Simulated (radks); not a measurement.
Tl51.625+, 29.375 electrons, occupied as [Ne] 3s2 3p(1/2: 2, 3/2: 3.375) 3d10 4s2 (fractional occupations, a model configuration).

Calculated with a radial shooting solver on a logarithmic mesh with Libxc functionals: Dirac Kohn-Sham, PBE, spin-unpolarised, spherical densities, finite nucleus; Fermi nuclear charge, rms radius 5.4759 fm.

Energy parts (hartree):
total: -18198.6796
kinetic: 21349.6307
electron-nucleus: -42467.9351
Hartree: 3189.6741
exchange-correlation: -270.0493

Orbitals (lengths in bohr, moments of r in powers of bohr; r(max) is where P^2 peaks):
orbital   occ.  eigenvalue (hartree)   r(max)
1s1/2        2             -3247.670  0.01003
2s1/2        2             -664.1416  0.05829
2p1/2        2             -642.5719  0.04272
2p3/2        4             -566.2258  0.05029
3s1/2        2             -232.9038   0.1624
3p1/2        2             -223.4180   0.1511
3p3/2    3.375             -205.5884   0.1658
3d3/2        4             -190.3745   0.1283
3d5/2        6             -186.4919   0.1323
4s1/2        2             -115.0550   0.3402

The highest occupied level is 4s1/2 at -3130.8 eV. Summed over all electrons, <r^2> = 0.8451 bohr^2, which gives a Langevin (diamagnetic) susceptibility term of -0.669 x 10^-6 cm^3/mol. The density falls to 0.001 e/bohr^3 at r = 0.82 bohr.
